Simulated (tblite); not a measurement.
Compound: H6O3Si3.
Numbering: `[O:1]1[SiH2:2][O:3][SiH2:4][O:5][SiH2:6]1` (hydrogens: H7, H8 on Si2; H9, H10 on Si4; H11, H12 on Si6)

Computed with GFN2-xTB (tblite), gas phase: Langevin dynamics at 300 K from the optimised GFN2-xTB geometry, time step 0.5 fs, friction 0.01 fs⁻¹, 2000 steps.

Start geometry:
```
atom  x, y, z in Å
O1     -1.517    0.023    0.160
Si2    -0.839   -1.438    0.381
O3      0.769   -1.312    0.176
Si4     1.698   -0.027   -0.185
O5      0.752    1.285   -0.347
Si6    -0.857    1.464   -0.202
H7     -1.338   -2.300   -0.678
H8     -1.065   -1.804    1.769
H9      2.559    0.208    0.963
H10     2.289   -0.283   -1.488
H11    -1.089    2.337    0.937
H12    -1.360    1.847   -1.511
```

The statistics below take the 31 frames saved every 25 fs from 250 to 1000 fs; their kinetic temperature (all 3N coordinates) averages 297 K.

**Question.** How do the bond lengths spread?

**Answer.** 
| bond | start (Å) | mean (Å) | standard deviation (Å) | shortest (Å) | longest (Å) |
| --- | --- | --- | --- | --- | --- |
| O1–Si2 | 1.626 | 1.634 | 0.039 | 1.562 | 1.713 |
| Si2–O3 | 1.626 | 1.632 | 0.030 | 1.579 | 1.708 |
| O3–Si4 | 1.626 | 1.632 | 0.031 | 1.576 | 1.702 |
| Si4–O5 | 1.625 | 1.632 | 0.035 | 1.560 | 1.695 |
| O5–Si6 | 1.625 | 1.636 | 0.031 | 1.574 | 1.704 |
| O1–Si6 | 1.625 | 1.631 | 0.032 | 1.582 | 1.703 |
| Si2–H7 | 1.454 | 1.461 | 0.021 | 1.425 | 1.518 |
| Si2–H8 | 1.454 | 1.460 | 0.024 | 1.411 | 1.515 |
| Si4–H9 | 1.454 | 1.458 | 0.037 | 1.383 | 1.539 |
| Si4–H10 | 1.454 | 1.459 | 0.033 | 1.387 | 1.525 |
| Si6–H11 | 1.454 | 1.456 | 0.033 | 1.385 | 1.556 |
| Si6–H12 | 1.453 | 1.465 | 0.048 | 1.383 | 1.590 |

**Question.** Give the same statistics for bond angles, one of each kind among heavy atoms.

**Answer.** 
| angle | start (°) | mean (°) | standard deviation (°) | smallest (°) | largest (°) |
| --- | --- | --- | --- | --- | --- |
| Si2–O1–Si6 | 131.1 | 130.2 | 6.2 | 117.8 | 143.2 |
| O1–Si2–O3 | 109.0 | 108.6 | 4.3 | 100.0 | 115.7 |

The run is classical and short, so these are rough statistics of one trajectory.

The cost below is that of the whole dynamics run. The run took 23 s of wall time on an Intel Xeon Platinum 8259CL at 2.50 GHz with one thread, no GPU, shared host with 96 logical CPUs at a one-minute load of 12, and the process peaked at 0.18 GiB of memory.
